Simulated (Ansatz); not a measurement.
F2GeH4Si (`F[SiH](F)[GeH3]`), relaxed with RKS PBE-D4/def2-SVP in Ansatz 0.2.0 from a rough embedded geometry. The force threshold is 0.03 eV/Å; the program also tests the step.

Charge 0, multiplicity 1.

Start:

```xyz
8

F     1.997   -1.292    0.019
Si    1.098    0.181    0.182
F     1.627    1.269   -0.985
Ge   -1.097   -0.148   -0.128
H     1.319    0.748    1.511
H    -1.680   -1.177    0.939
H    -1.365   -0.765   -1.546
H    -1.899    1.184    0.008
```

```json
{"step": "1", "energy (eV)": "-69865.5648", "largest force (eV/Å)": "2.445", "largest move (Å)": "0.000"}
{"step": "2", "energy (eV)": "-69865.8516", "largest force (eV/Å)": "1.653", "largest move (Å)": "0.195"}
{"step": "3", "energy (eV)": "-69865.9103", "largest force (eV/Å)": "0.426", "largest move (Å)": "0.079"}
{"step": "4 (rejected)", "energy (eV)": "-69865.9013", "largest force (eV/Å)": "0.901", "largest move (Å)": "0.080"}
{"step": "5", "energy (eV)": "-69865.9231", "largest force (eV/Å)": "0.056", "largest move (Å)": "0.039"}
{"step": "6", "energy (eV)": "-69865.9237", "largest force (eV/Å)": "0.014", "largest move (Å)": "0.019"}
```

End:

```xyz
8

F     1.946   -1.205    0.021
Si    1.140    0.205    0.209
F     1.683    1.229   -0.943
Ge   -1.184   -0.187   -0.149
H     1.520    0.774    1.543
H    -1.724   -1.185    0.906
H    -1.410   -0.775   -1.564
H    -1.970    1.143   -0.023
```

It took 4.9 s on 4 threads of a server CPU on a shared host, with 0.15 GiB of host memory at the peak.
